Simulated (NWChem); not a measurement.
Correlation energy of sulfur trioxide (O3S)

SMILES: O=S(=O)=O
```xyz
4

O      0.0000     0.0000     1.4693
S      0.0000     0.0000     0.0000
O     -1.2725     0.0000    -0.7347
O      1.2725     0.0000    -0.7347
```
Charge 0, spin multiplicity 1.

Program: NWChem. Structure: optimised with PBE/def2-SVP, a minimum by its harmonic frequencies.

Basis set: cc-pVDZ. Each correlation energy counts from its own Hartree-Fock reference.

The correlated methods keep 8 core orbitals frozen. Coupled-cluster values serve here as a point of comparison, not as the truth.

Task: One of these methods gave a correlation energy of -728.0 mHa. Which?
A. CR-CCSD[T]
B. CCSD(T)
C. CR-CCSD(T)
D. RI-MP2

Result: C, CR-CCSD(T). The others give -718.9 (RI-MP2), -735.9 (CCSD(T)), -730.4 (CR-CCSD[T]).
